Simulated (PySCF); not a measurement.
# Dipole moment and polarisability of `COCCC(C)(F)F`

Species: C₅H₁₀F₂O.
Cartesian coordinates in Å at the GFN2-xTB level; atoms count from 1:
```
atom  x, y, z in Å
C1     2.4944    0.7433    0.2794
O2     1.2278    0.5134   -0.2814
C3     0.7835   -0.8140   -0.1090
C4    -0.5807   -0.9877   -0.7698
C5    -1.7261   -0.4104    0.0596
C6    -1.7251    1.0937    0.2303
F7    -2.9094   -0.8013   -0.5146
F8    -1.7408   -1.0166    1.2889
H9     2.4859    0.5747    1.3635
H10    3.2526    0.0911   -0.1712
H11    2.7418    1.7827    0.0744
H12    0.7206   -1.0602    0.9620
H13    1.5013   -1.5070   -0.5744
H14   -0.5764   -0.4967   -1.7427
H15   -0.7796   -2.0520   -0.9083
H16   -2.5435    1.3819    0.8864
H17   -0.7786    1.4095    0.6557
H18   -1.8563    1.5620   -0.7404
```

Level: CAM-B3LYP/def2-SVPD (PySCF), static field, nuclei fixed, core orbitals frozen in the response. The polarisability tensor in these axes (au):

```
x   75.90  2.00  1.26
y    2.00 66.95  1.74
z    1.26  1.74 61.77
```

**Question.** Diagonalise the tensor; give its mean and Δα, where Δα² is half the sum of the squared differences of the eigenvalues.

**Answer.** Principal values 61.21, 66.91 and 76.50 au; mean 68.20 au = 10.11 Å³ = 11.25 × 10⁻⁴⁰ C²·m²/J; Δα = 13.38 au (20 % of the mean).

**Question.** What is the dipole moment, and where does it point?

**Answer.** (2.83, 0.63, -0.34) D, 2.92 D in size, pointing from the negative to the positive side. Measured along this direction, the outermost atoms are F7 at the negative end and H10 at the positive end.

**Question.** What are the principal values of the traceless quadrupole moment, Θ = ½Σq(3rr − r²1), about the centre of nuclear charge?

**Answer.** -6.72, 0.69, 6.03 D·Å. The values depend on the origin, since the dipole doesn't vanish. The electronic extent ⟨r²⟩ about the same centre is 1187 bohr², a root-mean-square distance of 2.24 Å for the 66 electrons.

**Question.** Find the Langevin capture rate constant for NO+ (29.998 u) meeting this molecule (124.070 u), k = 2.342 × 10⁻⁹ cm³/s × √(α in Å³ / reduced mass in u).

**Answer.** The reduced mass is 24.16 u, so k = 1.51 × 10⁻⁹ cm³/s. The formula leaves out the permanent dipole, which adds to the capture rate.

**Question.** Directions of the eigenvectors, and the extent of the frame along each?

**Answer.** Largest value along (0.97, 0.22, 0.11), where the nuclei span 6.21 Å; middle along (-0.24, 0.94, 0.26), 4.10 Å; least along (-0.05, -0.28, 0.96), 3.11 Å. The response follows the extents in order.

**Question.** How large is μ²/3kT at 250 K beside α?

**Answer.** In Gaussian units μ²/3kT = 82.11 Å³ against 10.11 Å³, a ratio of 8.12; the Debye molar polarisation (4π/3)N_A(α + μ²/3kT) is 232.6 cm³/mol, leaving out the vibrational part.

Isolated species at its GFN2-xTB geometry (one conformer only).
